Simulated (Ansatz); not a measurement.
The cluster P₇S₂⁺, relaxed as a singlet with RKS PBE-D4/def2-SVP in Ansatz, starting from the GFN2-xTB geometry. Force threshold 0.02 eV/Å.

The restricted singlet is unstable towards broken spin symmetry in Hartree–Fock (as tested in another run); at PBE-D4/def2-SVP this wasn't settled. Another isomer (singlet) lies 1.28 eV lower at PBE0-D4/def2-TZVP; other spin states weren't run for this one.

Start:

| atom | x (Å) | y (Å) | z (Å) |
| --- | --- | --- | --- |
| P1 | 0.3852 | 0.4571 | 0.6558 |
| P2 | 2.5099 | 0.9830 | 0.4384 |
| P3 | -0.5392 | -0.9060 | 2.1295 |
| P4 | -2.1357 | -1.1586 | -1.0238 |
| P5 | -0.7901 | 0.5709 | -1.2320 |
| P6 | 2.6983 | 0.5398 | -1.5642 |
| P7 | -2.1851 | -1.7738 | 0.9411 |
| S8 | -0.8093 | 1.2876 | 2.1237 |
| S9 | 0.8660 | -0.0001 | -2.4686 |

(1) Estimate the energy that the relaxation releases and the steps that it takes.

(2) Does the start keep its bonding?

(3) Predict the relaxed structure.

Results:

(1) 0.09 eV, in 12 steps; 25 s on 4 threads of Arm Neoverse V1 on a shared host. No frequencies were taken in this run, so the end may be a saddle point.

(2) By distances, no bond broke or formed. The bond that changes most is P4–P5, from 2.20 to 2.25 Å (atoms count from 1).

(3) 
```tsv
atom	x (Å)	y (Å)	z (Å)
P1	0.3356	0.5548	0.6421
P2	2.4741	0.9940	0.4671
P3	-0.4226	-0.9096	2.1290
P4	-2.1460	-1.1268	-1.0282
P5	-0.7905	0.6596	-1.2640
P6	2.6731	0.3796	-1.5176
P7	-2.0995	-1.8128	0.9128
S8	-0.8799	1.2762	2.1718
S9	0.8556	-0.0151	-2.5130
```
Bond lengths: 7 × P–P 2.06 to 2.26 Å; 4 × P–S 2.08 to 2.23 Å.
